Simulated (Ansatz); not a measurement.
Geometry optimisation, RHF/STO-3G (Ansatz 0.2.0).

The input (input.yaml):

```yaml
crystal:
  periodic: [false, false, false]
  atoms:
    - { symbol: F, position_ang: [2.2272, -2.3161, 2.0172] }
    - { symbol: B, position_ang: [0.9584, -2.1201, 1.2422] }
    - { symbol: F, position_ang: [0.5683, -3.1013, 0.2374] }
    - { symbol: Si, position_ang: [-0.0726, -0.5358, 1.4913] }
    - { symbol: B, position_ang: [-0.2409, 0.4345, -0.1875] }
    - { symbol: Si, position_ang: [1.3704, 1.1778, -0.9688] }
    - { symbol: Si, position_ang: [-1.9262, 0.6972, -1.0415] }
    - { symbol: H, position_ang: [-1.4588, -0.9463, 1.8929] }
    - { symbol: H, position_ang: [0.4426, 0.3274, 2.5784] }
    - { symbol: H, position_ang: [1.2475, 2.6235, -1.0597] }
    - { symbol: H, position_ang: [1.5437, 0.576, -2.2821] }
    - { symbol: H, position_ang: [2.5457, 0.8382, -0.1044] }
    - { symbol: H, position_ang: [-2.9046, 1.4525, -0.16] }
    - { symbol: H, position_ang: [-2.5584, -0.6064, -1.3459] }
    - { symbol: H, position_ang: [-1.7643, 1.4485, -2.2804] }
basis:
  gaussian: { orbitals: STO-3G }
hamiltonian:
  xc: hf
relax:
  f_tol: 0.015
  max_steps: 40
```

Launched with:

```bash
$ ansatz run input.yaml --threads 1 --pin off --max-ram 2048MiB --backend cpu --events-out ev --progress --plain --runs-dir out
```

Task: Where does it end, and by what steps?

Result: It converged. Limits of this set-up: minimal basis. After 19 steps the energy has fallen by 2.022 eV; F1 moved furthest, 0.59 Å.

| step | energy less start (eV) | largest force component (eV/Å) | accepted |
| --- | --- | --- | --- |
| 0 | 0.0000 | 5.930 | yes |
| 1 | -1.8137 | 3.307 | yes |
| 2 | -1.5914 | 3.154 | no |
| 3 | -2.0010 | 0.553 | yes |
| 4 | -2.0145 | 0.108 | yes |
| 5 | -2.0165 | 0.045 | yes |
| 6 | -2.0178 | 0.124 | yes |
| 7 | -2.0183 | 0.155 | yes |
| 8 | -2.0192 | 0.098 | yes |
| 9 | -2.0201 | 0.058 | yes |
| 10 | -2.0209 | 0.077 | yes |
| 11 | -2.0212 | 0.075 | yes |
| 12 | -2.0215 | 0.061 | yes |
| 13 | -2.0219 | 0.016 | yes |
| 14 | -2.0221 | 0.016 | yes |
| 15 | -2.0219 | 0.068 | no |
| 16 | -2.0222 | 0.024 | yes |
| 17 | -2.0223 | 0.024 | yes |
| 18 | -2.0224 | 0.019 | yes |
| 19 | -2.0224 | 0.008 | yes |

```xyz
15
Properties=species:S:1:pos:R:3
F 1.816 -2.714 1.865
B 0.739 -2.292 1.253
F 0.187 -3.152 0.433
Si -0.010 -0.472 1.540
B -0.157 0.480 -0.175
Si 1.399 1.419 -0.934
Si -1.885 0.499 -1.122
H -1.280 -0.611 2.174
H 0.831 0.235 2.447
H 1.207 2.823 -0.789
H 1.546 1.141 -2.323
H 2.625 1.080 -0.294
H -2.805 1.310 -0.397
H -2.434 -0.813 -1.203
H -1.801 1.017 -2.446
```

Whether the end is a true minimum wasn't checked by a vibrational analysis.

The run took 44 s on 1 thread of Arm Neoverse V1 (shared host), peak memory 0.12 GiB.
